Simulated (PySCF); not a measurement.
## Exercise with solution: chemical shift, span and skew from a shielding tensor

Si(H)(Br)(NH2)2 (BrH5N2Si), SMILES N[SiH](N)Br. Atoms are numbered in the order given.

```xyz
9

Si    -0.4003    -0.5893     0.7367
N     -1.5225    -1.4214    -0.2581
N      0.7472    -1.7320     1.2992
Br     0.3825     1.0637    -0.6106
H     -0.8809     0.1295     1.9451
H     -2.0367    -0.9388    -0.9865
H     -2.0033    -2.2484     0.0816
H      1.2220    -2.3399     0.6376
H      1.3416    -1.5066     2.0912
```

Geometry optimised at B3LYP-D3(BJ)/def2-SVP. The structure was generated by enumeration, and PubChem lists no compound with its InChIKey, so it may never have been made. The values are those of a single conformer.

GIAO shieldings from PBE/pcSseg-1 (PySCF), non-relativistic, no solvent. The symmetric part of the tensor of Si1 has the principal values 300.2, 350.6, 407.1 ppm. The same nucleus in TMS has σ = 335.4 ppm at this level (PySCF, at its B3LYP-D3(BJ)/def2-TZVP geometry). Without spin–orbit terms, shifts of atoms bonded to Cl or Br come out too high.

### Question
Work out the isotropic shielding, the ²⁹Si shift against TMS, the span and the skew.

### Answer

σ(iso) = (σ11 + σ22 + σ33)/3 = 352.6 ppm. δ = σ(ref) − σ(iso) = 335.4 − (352.6) = -17.2 ppm.
Span Ω = σ33 − σ11 = 106.9 ppm. Skew κ = 3(σ(iso) − σ22)/Ω = 0.06. Tumbling in solution averages the tensor to δ; in a static solid the shielding alone would spread this spin-1/2 line over Ω.
